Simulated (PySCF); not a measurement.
**A small calculation by hand: oscillator strength and radiative lifetime**

Zn(SH)2 (H₂S₂Zn), SMILES [Zn]([SH])[SH].

Geometry optimised at r2SCAN-D4/def2-TZVP. The values are those of a single conformer.

TDA-CAM-B3LYP/def2-SVPD (PySCF) puts the first singlet state with f over 0.02 at 5.35 eV (vertical), with the transition dipole (0.000, 0.000, 0.570) in atomic units.

Find the oscillator strength, the wavelength and the radiative lifetime that this transition would have in vacuum if emission retraced absorption.


|μ|² = 0.3249 au, so |μ| = 1.45 D. ΔE = 5.35/27.211 = 0.1966 hartree. f = (2/3) ΔE |μ|² = 0.043 (the program prints 0.043).
λ = 1239.84/5.35 = 232 nm; ν = 43151 cm⁻¹.
Einstein's coefficient A = 0.6670 ν² f s⁻¹ (ν in cm⁻¹) = 5.3e7 s⁻¹, so τ = 1/A = 19 ns. This state is S1. The figure is the radiative limit of this one transition; relaxation, internal conversion, crossing to triplets and a medium change what is measured.
